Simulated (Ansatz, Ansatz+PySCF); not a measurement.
```tsv
atom	x (Å)	y (Å)	z (Å)
Li	0.0000	0.0000	0.0000
F	10.0000	0.0000	0.0000
```

Basis set: STO-3G (spherical functions). Left uncorrelated: 1 orbital. Charge 0, multiplicity 1.

Computed with Ansatz (development build ahead of 0.2.0); each method stands on the lowest determinant of its kind that the runs found.

Give the atomization energy at this shape (free ground-state atoms in the same class of orbitals less the molecule, no zero-point energy) of singlet LiF in separate pieces by UHF-CCSD(T), UHF-MP2, UHF, RHF.

| method | atomization energy |
| --- | --- |
| UHF-CCSD(T) | 0.00 eV |
| UHF-MP2 | 0.00 eV |
| UHF | 0.00 eV |
| RHF | -7.81 eV |

Caution for UHF-CCSD(T), UHF-MP2: bonds are stretched, where a single reference can fail. Caution for UHF-CCSD(T), UHF-MP2, UHF: the unrestricted determinant is a mixture of spin states. Caution for RHF: an unrestricted determinant lies well below; the molecule lies well above its atoms at this level.

This basis has no polarisation functions and is too small for such energies, which can lie far from measured ones in either direction.
